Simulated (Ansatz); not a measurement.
`OC(F)[SiH2]Br` → `FCO[SiH2]Br`  (isomerisation)

Calculated with Ansatz (gas phase, PBE0-D4/def2-TZVP geometries, no zero-point term in ΔE). CBS: MP2 limit from def2 TZ/QZ plus the TZ coupled-cluster correction, frozen cores. DFT in def2-TZVPP. B3LYP here is the variant with VWN-RPA as its local correlation; programs differ in this. For Br outer-core shells are correlated without core-valence functions, which leaves a few kJ/mol of doubt a bond. Scalar relativity is left out up to krypton. One conformer a species, not always the lowest.

```
             level  ΔE (kJ/mol)  difference from CCSD(T)/CBS
            PBE-D4       -107.0                         16.2
          B3LYP-D4       -121.7                          1.5
           ωB97M-V       -120.0                          3.2
            B2PLYP       -125.2                         -2.0
               PBE       -106.8                         16.4
            r2SCAN       -120.2                          3.0
CCSD(T)/def2-TZVPP       -124.2                         -1.0
     HF/def2-QZVPP       -142.3                        -19.1
     MP2/CBS(def2)       -127.4                         -4.2
    CCSD/CBS(def2)       -125.4                         -2.2
       CCSD(T)/CBS       -123.2                            0
```

Largest T1 diagnostic among the species: 0.010.

From PBE to PBE0 (25 % exact exchange), in def2-TZVPP and without D4, ΔE moves by −7.4 kJ/mol. In def2-TZVPP, CCSD(T) changes the Hartree–Fock value by +16.7 kJ/mol (the triples alone add +2.2 kJ/mol) and MP2 by +12.5 kJ/mol.
